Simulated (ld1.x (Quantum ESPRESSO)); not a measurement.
# Cr TM: all-electron and pseudo phase curves

| Quantity | Value |
| --- | --- |
| Element | Cr |
| Generator | ld1.x (Quantum ESPRESSO) 7.5 |
| Type | norm-conserving Troullier–Martins (Kleinman–Bylander form) |
| Functional | PBE |
| Relativity | scalar-relativistic |
| Frozen core | [Ne] 3s2 |
| Valence charge | 12 |
| Reference configuration | 3p6 3d4 4s0 4p0 (charge +2) |
| Partial waves | 4s (bound, empty): rc 1.90 bohr; 3p (bound): rc 1.05 bohr; 3d (bound): rc 1.85 bohr |
| Local potential | all-electron potential smoothed inside 1.85 bohr (lloc = -1) |
| Core correction | a·sin(br)/r model core inside 0.60 bohr |

The phase is arctan(r·u′/u) with u = r·R(r), unwrapped; energies in Ry, scanned from -7 to 5 Ry. A pole is an energy at which the radial function vanishes at the test radius. The pseudo phase is shifted by a multiple of π to meet the all-electron one at the reference energy, and phase errors are pseudo minus all-electron; the curves can meet again beyond the range given. Levels narrower than the energy grid can be missing from the lists of poles. Where the grid stepped over a known ghost or core level, its pole and its step of π were put in at the level’s energy.

| channel | radius (bohr) | reference energy (Ry) | poles, all-electron | poles, pseudo | unbroken range about the reference energy with phases within 0.05 rad | phase error 1 Ry above the reference energy (rad) |
| --- | --- | --- | --- | --- | --- | --- |
| s | 2.05 | -1.37 | -6.99, -6.89, 3.94 | -1.19, 4.45 | -5.9 to -1.2 | -2.947 |
| p | 2.05 | -4.88 | -4.69 | -4.69 | below -0.7 | +0.002 |
| d | 2.05 | -1.68 | -1.19 | -1.17 | below 0.5 | +0.012 |

Note: ghost state, extra bound levels that the all-electron valence spectrum of the same l lacks: s at -16.2 eV. A true bound ghost makes a file unfit for plane-wave use.

Phases in the p channel:

```
E (Ry)  all-electron  pseudo
 -7.00         1.330   1.331
 -6.48         1.305   1.306
 -5.96         1.261   1.262
 -5.44         1.129   1.131
 -4.92        -1.174  -1.175
 -4.40        -1.693  -1.692
 -3.88        -1.774  -1.772
 -3.36        -1.823  -1.820
 -2.84        -1.869  -1.864
 -2.32        -1.921  -1.913
 -1.80        -1.990  -1.977
 -1.28        -2.091  -2.067
 -0.76        -2.256  -2.208
 -0.24        -2.565  -2.458
  0.28        -3.133  -2.922
  0.80        -3.773  -3.559
  1.32        -4.157  -4.024
  1.84        -4.358  -4.274
  2.36        -4.474  -4.415
  2.88        -4.549  -4.504
  3.40        -4.603  -4.565
  3.92        -4.643  -4.610
  4.44        -4.676  -4.645
  4.96        -4.704  -4.674
```
